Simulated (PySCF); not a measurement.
Sn(H)2(Me)(Vi), SMILES C=[CH][SnH2][CH3], singlet, PBE0/def2-SVP optimised geometry.

```
12

Sn    -1.09    -0.80     0.00
C     -1.78     1.24     0.00
C      1.05    -0.80     0.00
C      1.78     0.32     0.00
H     -1.67    -1.63    -1.39
H     -1.67    -1.63     1.39
H     -1.42     1.76     0.90
H     -2.88     1.26     0.00
H     -1.41     1.76    -0.89
H      1.58    -1.76     0.00
H      1.33     1.32     0.00
H      2.88     0.30     0.00
```

Density from PBE0/def2-TZVP, def2 effective core potentials past Kr run with PySCF at that geometry. The core electrons that the potentials of Sn replace are not part of the density.

Minimum of the electron density along straight lines between bonded atoms, close to the bond critical point (lines longer than 1.1 times the sum of covalent radii, or with two minima, are not listed):

```
bond    length / Å  ρ at the minimum / e bohr⁻³  ∇²ρ there / e bohr⁻⁵  position (fraction from the first atom)
------  ----------  ---------------------------  --------------------  ---------------------------------------
Sn1–C2       2.151                        0.105                  0.11                                     0.51
Sn1–C3       2.143                        0.107                  0.13                                     0.51
C3–C4        1.336                        0.347                 -1.04                                     0.50
Sn1–H5       1.720                        0.111                  0.08                                     0.63
Sn1–H6       1.720                        0.111                  0.08                                     0.63
C2–H7        1.099                        0.269                 -0.88                                     0.64
C2–H8        1.099                        0.269                 -0.88                                     0.64
C2–H9        1.099                        0.269                 -0.88                                     0.64
C3–H10       1.098                        0.274                 -0.94                                     0.65
C4–H11       1.096                        0.277                 -0.96                                     0.65
C4–H12       1.097                        0.276                 -0.96                                     0.65
```
